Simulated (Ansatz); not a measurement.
Ga3⁻. Charge -1, multiplicity 5. Geometry PBE-D4/def2-TZVPD; atoms count from 1.

```xyz
3

Ga    0.886   -1.248    0.352
Ga   -1.461    0.110    0.564
Ga    0.575    1.138   -0.916
```

The highest occupied level of the charge -1 quintet lies above zero (up to 0.05 eV). It is a level of α spin, whose loss leaves a quartet; that state wasn't run at this geometry and level. The electron is either unbound and held by the finite basis, or the level is raised by self-interaction error. At PBE0-D4/def2-TZVPD a broken-symmetry singlet of charge -1 lies 0.25 eV below the quintet, each at its own geometry. The structure comes from a short search, and lower isomers may exist.

Q: Estimate the Mulliken populations from the PBE0/def2-TZVPD orbitals of Ansatz.

A: 
| atom | charge (e) | spin (α − β) |
| --- | --- | --- |
| Ga1 | -0.33 | 1.33 |
| Ga2 | -0.33 | 1.33 |
| Ga3 | -0.33 | 1.33 |
Mulliken values and Mayer orders depend strongly on the basis. With diffuse functions, as here, like atoms can get unlike values, and bond orders can come out too low or too high.

Q: Where does the spin sit?

A: Summed by element: Ga 4.00, of 4 unpaired in all. Largest on single atoms: Ga1 1.33, Ga2 1.33, Ga3 1.33.

Q: And the Mayer bond orders between bonded heavy atoms (over 0.3)?

A: Ga1–Ga2 0.92 (2.72 Å); Ga1–Ga3 0.92 (2.72 Å); Ga2–Ga3 0.92 (2.72 Å).
